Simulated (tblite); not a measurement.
Compound: C4H11FSi.
Atom-mapped SMILES: `[CH3:1][CH2:2][SiH2:3][C@@H:4]([CH3:5])[F:6]` (hydrogens: H7, H8, H9 on C1; H10, H11 on C2; H12, H13 on Si3; H14 on C4; H15, H16, H17 on C5)

Structure optimised with GFN2-xTB, isolated species.

(1) Give the optimised bond lengths and angles.

## Answers

(1) 
```json
{"bond": "C1–C2", "length (Å)": "1.525", "order": "single"}
{"bond": "C2–Si3", "length (Å)": "1.900", "order": "single"}
{"bond": "Si3–C4", "length (Å)": "1.925", "order": "single"}
{"bond": "C4–C5", "length (Å)": "1.519", "order": "single"}
{"bond": "C4–F6", "length (Å)": "1.396", "order": "single"}
{"bond": "C1–H7, C1–H8, C1–H9", "length (Å)": "1.088", "order": "single"}
{"bond": "C2–H10", "length (Å)": "1.092", "order": "single"}
{"bond": "C2–H11", "length (Å)": "1.092", "order": "single"}
{"bond": "Si3–H12", "length (Å)": "1.466", "order": "single"}
{"bond": "Si3–H13", "length (Å)": "1.469", "order": "single"}
{"bond": "C4–H14", "length (Å)": "1.096", "order": "single"}
{"bond": "C5–H15, C5–H16, C5–H17", "length (Å)": "1.088", "order": "single"}
```

Bonds in one row agree within 0.01 Å and their mean is given. Orders are formal, as drawn. A selection of angles:
```json
{"angle": "C2–C1–H7", "degrees": "110.9"}
{"angle": "H7–C1–H8", "degrees": "108.2"}
{"angle": "C1–C2–Si3", "degrees": "112.6"}
{"angle": "C1–C2–H10", "degrees": "108.7"}
{"angle": "C1–C2–H11", "degrees": "109.0"}
{"angle": "Si3–C2–H10", "degrees": "110.2"}
{"angle": "Si3–C2–H11", "degrees": "109.6"}
{"angle": "H10–C2–H11", "degrees": "106.5"}
{"angle": "C2–Si3–C4", "degrees": "109.3"}
{"angle": "C2–Si3–H12", "degrees": "111.0"}
{"angle": "C2–Si3–H13", "degrees": "111.5"}
{"angle": "C4–Si3–H12", "degrees": "107.3"}
{"angle": "C4–Si3–H13", "degrees": "106.8"}
{"angle": "H12–Si3–H13", "degrees": "110.6"}
{"angle": "Si3–C4–C5", "degrees": "115.0"}
{"angle": "Si3–C4–F6", "degrees": "107.8"}
{"angle": "Si3–C4–H14", "degrees": "110.7"}
{"angle": "C5–C4–F6", "degrees": "108.5"}
{"angle": "C5–C4–H14", "degrees": "109.7"}
{"angle": "F6–C4–H14", "degrees": "104.7"}
{"angle": "C4–C5–H15", "degrees": "110.2"}
{"angle": "C4–C5–H16", "degrees": "110.8"}
{"angle": "H15–C5–H16", "degrees": "108.3"}
{"angle": "H15–C5–H17", "degrees": "109.1"}
```

Torsions: C1–C2–Si3–C4 -178° (antiperiplanar); C2–Si3–C4–C5 -57° (synclinal).

Si3 (SiH2 silicon) is tetrahedral (angles from 106.8° to 111.5°). The C–Si distances run from 1.900 Å (C2–Si3, drawn single) to 1.925 Å (Si3–C4, drawn single), a spread of 0.025 Å.

Point group: C1 (no symmetry element, even within 0.4 Å). Its GFN2-xTB frequencies are all real (lowest 42 cm⁻¹). One conformer, not necessarily the lowest. 3 starts were optimised and ended at 0.00, 0.43 and 1.11 kcal/mol (GFN2-xTB); the lowest of these is shown.

All values are computed, not measured.
